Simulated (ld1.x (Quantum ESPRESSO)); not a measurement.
## Sn (Z = 50): variants of one TM potential

Base potential:

Sn, norm-conserving Troullier–Martins (Kleinman–Bylander form), made with ld1.x (Quantum ESPRESSO) 7.5 (LDA (PZ), scalar-relativistic). Core [Ar] 3d10, reference 4s2 4p6 4d10 5s2 5p1 (charge +1). Waves: 4s (bound): rc 1.00 bohr; 4d (bound): rc 0.90 bohr; 4p (bound): rc 0.90 bohr. Local part: the p channel. Core correction: Bessel-smoothed model core inside 0.65 bohr.

Occupied shells without a wave of their own: 5p, 5s. They enter only through the test configuration that unscreens the potential, and ld1.x also counts them in the model core charge.

Cutoffs, loose and tight: the cutoffs (Ry, on a coarse ladder) from which the occupation-weighted sum of valence levels, in a spherical-Bessel basis at the reference potential, stays within 10 and 1 mRy of its value at 400 Ry. They do not see the model core or the augmentation charge, which bear on the density cutoff. Test errors are all-electron minus pseudo excitation energies from the reference, over the configurations 4s2 4p6 4d10 5s2 5p2; 4s2 4p6 4d10 5s2 5p0; 4s2 4p6 4d10 5s1 5p0; 4s2 4p6 4d10 5s0 5p4; 4s2 4p6 4d9 5s2 5p2; 4s2 4p6 4d10 5s2 5p1.5; 4s2 4p6 4d10 5s1 5p3 (two spin-polarised tests are not counted in the largest error). A dash means not determined; rows that change the core or the reference have their own tests. The largest error is taken over the tests solved by every variant that gives reliable tests at all: 4s2 4p6 4d10 5s0 5p4; 4s2 4p6 4d10 5s1 5p0; 4s2 4p6 4d10 5s1 5p3; 4s2 4p6 4d10 5s2 5p0; 4s2 4p6 4d10 5s2 5p1.5; 4s2 4p6 4d9 5s2 5p2.

With those shells counted twice in exchange and correlation these files are broken, and their errors move erratically; no question is asked of them.

Cutoffs are not given where the Bessel-basis levels miss the radial ones by over 6 mRy, ghosts where they miss by over 20 mRy; a channel whose overlap is not positive is not tested.

| change | outcome | cutoff, loose | cutoff, tight | bound ghosts | largest test error (meV) |
| --- | --- | --- | --- | --- | --- |
| base | generated, misses its reference levels by 0.22 eV | 230 Ry | over 300 Ry | none | -961 |
| all radii but the core radius scaled by about 0.75 (s 0.74, p 0.68, d 0.68 bohr) | generated, misses its reference levels by 0.28 eV | – | – | none | -1214 |
| all radii but the core radius scaled by about 0.82 (s 0.82, p 0.74, d 0.74 bohr) | generated, misses its reference levels by 0.17 eV | over 300 Ry | over 300 Ry | none | -969 |
| all radii but the core radius scaled by about 0.93 (s 0.92, p 0.84, d 0.84 bohr) | generated | 260 Ry | over 300 Ry | none | -866 |
| all radii but the core radius scaled by about 1.09 (s 1.08, p 0.98, d 0.98 bohr) | generated, misses its reference levels by 0.46 eV | 200 Ry | 260 Ry | none | -1313 |
| all radii but the core radius scaled by about 1.15 (s 1.14, p 1.04, d 1.04 bohr) | generated, misses its reference levels by 0.67 eV | 180 Ry | 230 Ry | none | -1631 |
| all radii but the core radius scaled by about 1.22 (s 1.22, p 1.10, d 1.10 bohr) | generated, misses its reference levels by 0.97 eV | 160 Ry | 200 Ry | none | -2073 |
| all radii but the core radius scaled by about 1.31 (s 1.30, p 1.18, d 1.18 bohr) | generated, misses its reference levels by 1.59 eV | 110 Ry | 180 Ry | none | -3011 |
| all radii but the core radius scaled by about 1.39 (s 1.38, p 1.26, d 1.26 bohr) | generated, misses its reference levels by 2.16 eV | 100 Ry | 160 Ry | none | -3946 |

Reading the sweep of the scale of all radii but the core radius (base = 1) (base included, trends over the rows without a ghost): The loose cutoff falls from 260 Ry at 0.93 to 100 Ry at 1.39. A larger radius leaves more room for a smooth pseudo-wave, so fewer plane waves are needed; a smaller one forces it to follow the all-electron wave where it bends sharply. The median size of the test errors (rows with all tests solved) rises from 218.5 meV at 0.75 to 536.1 meV at 1.39, with one reversal. More of the atom is replaced by a form fitted at one configuration, so other configurations suffer as the radius grows.
